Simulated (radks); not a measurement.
Results of a calculation; reference values are marked as such.
Coulomb parameter of the 4d shell of the silver ion Ag3+ in the model configuration [Kr] 4d7 5s1, as a second difference U = [E(n + 0.5) + E(n - 0.5) - 2 E(n)] / (0.5)^2 with all orbitals relaxed. "Bare": the charge of the atom changes with n. "Screened": the 5s shell takes up the change at fixed total charge, which measures U(4d,4d) + U(5s,5s) - 2 U(4d,5s). Level of theory: Dirac Kohn-Sham, PBE, spin-unpolarised, spherical densities, point nucleus; open shells are shared between the two j in proportion to 2j + 1 (a radial shooting solver on a logarithmic mesh with Libxc functionals).

| case | configuration | E - E(n) (eV) |
|---|---|---|
| start | [Kr] 4d7 5s1 | 0.000 |
| bare +0.5 | [Kr] 4d7.5 5s1 | -22.140 |
| bare -0.5 | [Kr] 4d6.5 5s1 | 26.109 |
| screened +0.5 | [Kr] 4d7.5 5s0.5 | -7.080 |
| screened -0.5 | [Kr] 4d6.5 5s1.5 | 7.722 |

U(bare) = 15.875 eV, U(screened by 5s) = 2.568 eV.
